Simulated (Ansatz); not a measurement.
Reaction: SiAsH5 (SMILES [SiH3][AsH2]) → SiAsH4 (SMILES [SiH2][AsH2], doublet) + H (doublet) (the H-Si bond breaks)
Each species at its own B3LYP-D3(BJ)/def2-TZVP minimum (Ansatz, a first-principles code).

Property: bond dissociation energy (electronic), in kcal/mol. Radicals and triplets start from unrestricted determinants; spin-orbit coupling is neglected. Cores are frozen in correlated methods (noble-gas shells, and filled d and f shells in the p block). No relativity. CBS(X,Y): correlation extrapolated as X^-3, Hartree-Fock from the larger set. A bracket is a step between two methods taken in the basis named. For partners of very few electrons the exact lower level stands in for a higher one.

CCSD(T)/CBS(def2-TZVPP,def2-QZVPP) + [CCSDT(Q) - CCSD(T)]/def2-TZVPP (Ansatz) gives 93.7 kcal/mol.

How far off this value is PBE/def2-TZVPD (Ansatz), in which direction, and how far these levels: r2SCAN/def2-TZVPD, B3LYP/def2-TZVPD, PBE0/def2-TZVPD, wB97M-V/def2-TZVPD, CCSD(T)/CBS(def2-TZVPP,def2-QZVPP)?

PBE gives 87.3 kcal/mol, 6.4 kcal/mol below it. Differences of the others: r2SCAN/def2-TZVPD (Ansatz) -4.9; B3LYP/def2-TZVPD (Ansatz) -2.3; PBE0/def2-TZVPD (Ansatz) -5.1; wB97M-V/def2-TZVPD (Ansatz) 0.3; CCSD(T)/CBS(def2-TZVPP,def2-QZVPP) (Ansatz) 0.1 kcal/mol.
